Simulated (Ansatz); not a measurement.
Consider the isomerisation: `OC/C=C/[SiH3]` → `C1CO[SiH2]C1`.

Gas-phase electronic energies from Ansatz, PBE0-D4/def2-TZVP geometries. CCSD(T)/CBS is the MP2 limit (def2-TZVPP, def2-QZVPP) plus CCSD(T) − MP2 in def2-TZVPP, frozen cores. Functionals use def2-TZVPP. One conformer a species, not always the lowest.

```
        level  ΔE (kJ/mol)
     BHLYP-D4       -193.1
CCSD/def2-SVP       -179.1
```

Problem. What does CCSD(T)/CBS give? (Estimate.)

Solution. The calculation gave: -190.0 kJ/mol. The listed levels differ from it by -3.1, 10.9 kJ/mol.

Largest T1 diagnostic among the species: 0.011.

From BLYP to BHLYP (50 % exact exchange), in def2-TZVPP and without D4, ΔE moves by −31.0 kJ/mol. Leaving LDA and LC-ωPBE aside and taking each functional with its dispersion term where it has one, the values, not all of them listed here, spread over 40.1 kJ/mol, from PBE-QIDH to BLYP-D4. LDA lies −27.9 kJ/mol from PBE without D4.

CCSD(T)/CBS has its own doubt, a few kJ/mol and more with outer-core shells, so smaller differences from it don't rank the levels.
